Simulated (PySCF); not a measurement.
Ru(O)2(OH)4 (H4O6Ru), SMILES [O]=[Ru](=[O])([OH])([OH])([OH])[OH], multiplicity 1.

Geometry optimised at PBE0-D3(BJ)/def2-SVP. The spin state was assumed, not searched. The def2 effective core potentials stand for the cores of Ru; spin–orbit coupling is left out. Other conformers were not sampled.

All values below come from PySCF with TDA-LC-ωPBE/def2-SVPD.

Vertical excitations. The molecule is in vacuum.

```json
[
 {"state": "S1", "energy (eV)": "2.27", "λ (nm)": "546", "f": "0.001", "main pairs": "HOMO−3→LUMO 53 %, HOMO−1→LUMO 28 %"},
 {"state": "S2", "energy (eV)": "2.39", "λ (nm)": "519", "f": "0.000", "main pairs": "HOMO→LUMO+1 61 %, HOMO−3→LUMO+1 10 %"},
 {"state": "S3", "energy (eV)": "2.40", "λ (nm)": "516", "f": "0.001", "main pairs": "HOMO→LUMO 71 %"},
 {"state": "S4", "energy (eV)": "2.51", "λ (nm)": "494", "f": "0.001", "main pairs": "HOMO→LUMO+1 29 %, HOMO−4→LUMO 25 %, HOMO−2→LUMO 14 %, HOMO−3→LUMO+1 13 %"},
 {"state": "S5", "energy (eV)": "2.63", "λ (nm)": "471", "f": "0.001", "main pairs": "HOMO−2→LUMO 24 %, HOMO−1→LUMO 23 %, HOMO−3→LUMO+1 21 %, HOMO−2→LUMO+1 13 %"},
 {"state": "S6", "energy (eV)": "2.65", "λ (nm)": "467", "f": "0.002", "main pairs": "HOMO−2→LUMO 26 %, HOMO−4→LUMO 26 %, HOMO−1→LUMO+1 21 %, HOMO−4→LUMO+2 8 %"},
 {"state": "T1", "energy (eV)": "1.55", "λ (nm)": "798", "f": "0", "main pairs": "HOMO→LUMO 34 %, HOMO−5→LUMO 18 %, HOMO−3→LUMO 10 %, HOMO−2→LUMO 8 %"},
 {"state": "T2", "energy (eV)": "1.60", "λ (nm)": "774", "f": "0", "main pairs": "HOMO−4→LUMO 34 %, HOMO−1→LUMO+1 21 %, HOMO−4→LUMO+1 12 %, HOMO−3→LUMO+1 9 %"}
]
```
Triplets are in the Tamm–Dancoff approximation.
